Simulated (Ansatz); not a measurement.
`CC(C)(C)O[Si](Cl)(Cl)Cl` at its PBE0-D4/def2-TZVP geometry, where that method's forces vanish. Charge 0, multiplicity 1.

```xyz
18

C     0.5765   -0.6753   -1.1953
C     0.1138   -0.4139    0.2272
C     1.1491   -0.8908    1.2287
C    -1.2382   -1.0516    0.4935
O    -0.0184    1.0043    0.4631
Si   -0.4082    2.2895   -0.3991
Cl    1.0842    2.8595   -1.6603
Cl   -2.0833    2.0078   -1.5274
Cl   -0.7504    3.7958    0.9094
H    -0.1540   -0.3134   -1.9226
H     1.5342   -0.1895   -1.3892
H     0.6991   -1.7490   -1.3514
H     1.2899   -1.9702    1.1432
H     2.1070   -0.3992    1.0495
H     0.8266   -0.6605    2.2454
H    -1.1674   -2.1372    0.3973
H    -1.5754   -0.8145    1.5040
H    -1.9851   -0.6917   -0.2160
```

Question: What forces (eV/Å) does ωB97M-V/def2-TZVPP give on these atoms in Ansatz? (An estimate is asked.)

Answer: The calculation gave: 
```
C1   0.056 -0.024 -0.159
C2   0.015 -0.119  0.005
C3   0.112 -0.064  0.110
C4  -0.148 -0.076  0.029
O5   0.002  0.118  0.064
Si6 -0.012  0.047 -0.012
Cl7  0.031  0.000 -0.030
Cl8 -0.031 -0.018 -0.021
Cl9 -0.009  0.038  0.023
H10  0.032 -0.012  0.039
H11 -0.053 -0.022  0.019
H12 -0.011  0.063  0.017
H13 -0.011  0.063  0.000
H14 -0.062 -0.026  0.004
H15  0.013 -0.011 -0.068
H16  0.001  0.065  0.003
H17  0.028 -0.008 -0.059
H18  0.046 -0.016  0.035
```
